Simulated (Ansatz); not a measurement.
Two structures of Si₂H₈O₂F₂, closed shell, reached by relaxing down either side of one saddle point (PBE0-D4/def2-TZVP). Energies are electronic, without zero-point energy. Program: Ansatz 0.2.0. Basis: def2-TZVPP and def2-QZVPP. Cores are frozen in the correlated methods. Extrapolation: Hartree–Fock as exp(−7.88 √X), correlation as X^−2.97. First:

```
14
angstrom
Si -2.0063 -0.4608 -0.0098
Si -0.2208 -0.4034 1.5000
F -1.9133 -1.7320 -0.9772
F -3.3270 -0.7454 0.8576
H -2.3146 0.7546 -0.7849
H 1.0098 0.3568 -1.2957
O 0.1341 -0.0257 -1.4874
H 2.4517 1.1628 0.2684
O 2.5495 1.0977 -0.6864
H -0.6561 -0.5896 2.9113
H 0.7884 -1.4469 1.1760
H 0.4523 0.9267 1.4189
H 0.2879 -0.8781 -1.9014
H 2.7646 1.9834 -0.9894
```

Second:

Si1  (-1.691, -0.095, -1.229)
Si2  (0.804, -0.701, 2.218)
F3  (-2.659, -1.275, -1.643)
F4  (-2.029, 0.233, 0.282)
H5  (-1.924, 1.063, -2.090)
H6  (1.039, 1.088, -1.358)
O7  (-0.138, -0.550, -1.365)
H8  (0.975, 0.639, 1.610)
O9  (1.338, 1.963, -1.086)
H10  (-0.417, -0.759, 3.055)
H11  (0.669, -1.714, 1.126)
H12  (1.996, -1.068, 3.021)
H13  (0.227, -1.144, -0.700)
H14  (1.812, 2.319, -1.840)
(Å)

**Question.** Which bonds change from the first to the second?

**Answer.** Si₂H₄F₂ ([F][SiH]([F])[SiH3]) + H₂O + H₂O → SiH₂OF₂ ([OH][SiH]([F])[F]) + SiH₄ + H₂O; bonds formed: Si1–O7, Si2–H8, H6–O9; bonds broken: Si1–Si2, H6–O7, H8–O9.

**Question.** Give the saddle point's structure and its height above each. (Judge from chemistry; the value comes from the calculation.)

**Answer.** Computed: 1.995 eV above the first and 3.111 eV above the second (CCSD(T) at an estimated basis limit (MP2 extrapolated from triple and quadruple zeta, plus CCSD(T) − MP2 in triple zeta)).
```
14
angstrom
Si -1.1503 -0.1321 -0.5204
Si 0.2818 -0.4699 1.6078
F -1.8845 -1.4443 -1.0922
F -2.1633 0.0210 0.7643
H -1.4407 1.1837 -1.1302
H 1.1669 0.5956 -1.2174
O 0.2349 -0.4067 -1.5980
H 0.7360 0.8047 0.2884
O 1.4848 1.3138 -0.5128
H -0.2531 0.1901 2.8208
H -0.2992 -1.8384 1.4688
H 1.7546 -0.6790 1.7529
H 0.3958 -1.3156 -1.8616
H 1.1363 2.1771 -0.7703
```

T1 diagnostic: at most 0.013.

Labels in which every atom is bracketed show which atoms are joined, not bond orders.

For scale, one of the runs: CCSD(T)/def2-TZVPP, 320 basis functions, launched by `ansatz run in.yaml --threads 4 --pin off --events-out ev --progress --plain --max-ram 41984MiB --backend cuda --devices 0, --max-vram 37GiB`. The run took 11 s on 4 CPU threads of an AMD EPYC 7R13 and a share of one NVIDIA H100 (shared host), with 0.83 GiB of host memory at its peak.
